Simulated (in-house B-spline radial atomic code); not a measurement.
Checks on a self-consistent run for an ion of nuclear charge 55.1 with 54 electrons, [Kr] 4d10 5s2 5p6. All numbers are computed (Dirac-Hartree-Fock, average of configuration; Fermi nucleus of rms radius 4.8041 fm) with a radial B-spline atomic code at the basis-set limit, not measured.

```json
{"orbital": "1s1/2", "q": "2", "ε (Eh)": "-1335.47640", "<1/r>": "59.5268", "<r²>": "0.000921019", "small-component weight": "0.041364"}
{"orbital": "2s1/2", "q": "2", "ε (Eh)": "-213.59405", "<1/r>": "13.9728", "<r²>": "0.0146782", "small-component weight": "0.0089295"}
{"orbital": "2p1/2", "q": "2", "ε (Eh)": "-200.42382", "<1/r>": "13.9156", "<r²>": "0.0108619", "small-component weight": "0.0089191"}
{"orbital": "2p3/2", "q": "4", "ε (Eh)": "-187.32552", "<1/r>": "12.7494", "<r²>": "0.0121299", "small-component weight": "0.0084372"}
{"orbital": "3s1/2", "q": "2", "ε (Eh)": "-46.27482", "<1/r>": "5.02723", "<r²>": "0.100651", "small-component weight": "0.0027027"}
{"orbital": "3p1/2", "q": "2", "ε (Eh)": "-40.73617", "<1/r>": "4.92814", "<r²>": "0.095748", "small-component weight": "0.0026337"}
{"orbital": "3p3/2", "q": "4", "ε (Eh)": "-38.15938", "<1/r>": "4.64273", "<r²>": "0.10336", "small-component weight": "0.0025061"}
{"orbital": "3d3/2", "q": "4", "ε (Eh)": "-28.54620", "<1/r>": "4.4884", "<r²>": "0.0859719", "small-component weight": "0.0023711"}
{"orbital": "3d5/2", "q": "6", "ε (Eh)": "-28.00685", "<1/r>": "4.41501", "<r²>": "0.0881642", "small-component weight": "0.0023327"}
{"orbital": "4s1/2", "q": "2", "ε (Eh)": "-9.62681", "<1/r>": "2.02546", "<r²>": "0.540649", "small-component weight": "0.00077588"}
{"orbital": "4p1/2", "q": "2", "ε (Eh)": "-7.55129", "<1/r>": "1.91773", "<r²>": "0.587485", "small-component weight": "0.00071307"}
{"orbital": "4p3/2", "q": "4", "ε (Eh)": "-7.02018", "<1/r>": "1.83095", "<r²>": "0.629768", "small-component weight": "0.00067665"}
{"orbital": "4d3/2", "q": "4", "ε (Eh)": "-3.56835", "<1/r>": "1.59492", "<r²>": "0.794005", "small-component weight": "0.00053482"}
{"orbital": "4d5/2", "q": "6", "ε (Eh)": "-3.47846", "<1/r>": "1.57165", "<r²>": "0.813546", "small-component weight": "0.00052371"}
{"orbital": "5s1/2", "q": "2", "ε (Eh)": "-1.54144", "<1/r>": "0.740327", "<r²>": "3.47804", "small-component weight": "0.00014147"}
{"orbital": "5p1/2", "q": "2", "ε (Eh)": "-0.95311", "<1/r>": "0.645136", "<r²>": "4.54615", "small-component weight": "0.00011016"}
{"orbital": "5p3/2", "q": "4", "ε (Eh)": "-0.88394", "<1/r>": "0.615052", "<r²>": "4.94106", "small-component weight": "0.00010141"}
```

Electron-electron repulsion V_ee = 2857.8205 hartree.

Task: What total energy follows from the eigenvalues?

Result: The eigenvalues count the repulsion twice, so E = Σqε - V_ee = -4963.282 - 2857.821 = -7821.102 hartree; the run printed -7821.102.

Task: Does the Dirac virial theorem hold?

Result: For a point nucleus E = -2c²Σq·w, with w the small-component weight. Here Σq·w = 0.20823 and c = 137.0360, so the ratio E/(-2c²Σq·w) is 1.000070; the finite nucleus accounts for the departure from 1.

Task: What diamagnetic shielding (Lamb formula) and susceptibility (Langevin formula) do the radii give?

Result: σ = (α²/3)Σq<1/r> = 345.004/(3·137.036²) = 6124 ppm, and χ = -0.79199×10⁻⁶·Σq<r²> = -39.94×10⁻⁶ cm³/mol with Σq<r²> = 50.426 bohr². Both are non-relativistic formulas without the paramagnetism of open shells; for so heavy an element the full relativistic shielding is larger by tens of per cent.
